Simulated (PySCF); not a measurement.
**Name the molecule from its bond curve**

A diatomic of charge +1 contains Na. Its doublet curve at UHF-CCSD in a double-zeta basis (scalar-relativistic core potentials, PySCF), in eV from the separated fragments:

```
R (Å)  E (eV)
3.077  -0.793
3.214  -0.835
3.316  -0.849
3.419  -0.853
3.522  -0.848
3.658  -0.830
3.829  -0.796
4.034  -0.742
```

The fit gives ωe = 116 cm⁻¹ and the rotational constant Bₑ = 0.08427 cm⁻¹.

Problem. Which atom is the partner?

Solution. The minimum lies at 3.406 Å, so the reduced mass is 16.8576 u Å² cm⁻¹/(Bₑ·Re²) = 17.24 u. With Na at 22.99 u the partner weighs about 68.9 u: Ga. The molecule is NaGa⁺.

Correlated steps freeze 5 core orbitals. Spin–orbit coupling is left out. The state was picked by a PBE0 search and need not be the measured ground state.
